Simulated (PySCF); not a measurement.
Problem. Write a Z-matrix for InChI=1S/C8H12B/c1-5-9(6-2,7-3)8-4/h5-8H,1-4H2/q-1 as optimised with PBE0-D3(BJ)/def2-SVP. (Charge -1.)

Solution. 
Z-matrix in Å and degrees, rows numbered from 1:
```
C 
C   1  1.3410
B   2  1.6324  1  128.41
C   3  1.6258  2  107.85  1  -136.51
C   4  1.3405  3  128.30  2   136.30
C   3  1.6286  2  106.29  1   105.19
C   6  1.3407  3  128.59  2   125.45
C   3  1.6208  2  110.37  1   -15.27
C   8  1.3407  3  128.77  2   129.73
H   1  1.0982  2  120.96  3     1.30
H   1  1.0999  2  123.08  3  -178.28
H   2  1.1055  1  115.44  3   178.14
H   4  1.1057  3  116.22  2   -44.50
H   5  1.0999  4  123.20  3   179.28
H   5  1.0981  4  120.71  3    -0.18
H   6  1.1044  3  115.56  2   -54.41
H   7  1.0981  6  120.94  3     0.84
H   7  1.0999  6  122.92  3   179.97
H   8  1.1047  3  115.80  2   -51.38
H   9  1.0982  8  120.92  3    -0.45
H   9  1.1000  8  123.02  3   178.97
```

C1 (terminal =CH2 carbon) is planar (angles 123.1°, 121.0° and 116.0°, sum 360.0°, 0.00 Å off the plane of its three neighbours). All 4 C–C bonds measure 1.340 to 1.341 Å. Of the pairs four or more bonds apart, C4···H17 is among the closest relative to their van der Waals radii: 2.72 Å, 94 % of the sum of Bondi's values. C2 (alkene CH carbon) is planar (angles 128.4°, 116.1° and 115.4°, sum 360.0°, 0.01 Å off the plane of its three neighbours).

Level of theory: PBE0-D3(BJ)/def2-SVP geometry optimisation, gas phase in PySCF 2.14.0.

Point group: C1 (no symmetry element, even within 0.4 Å). No frequency check. The geometry's basis has no diffuse functions, a weakness for an anion. Torsions: C1–C2–B3–C4 -137°, C2–B3–C4–C5 136°, C2–B3–C6–C7 125°, C2–B3–C8–C9 130°.

One conformer stands for the species.
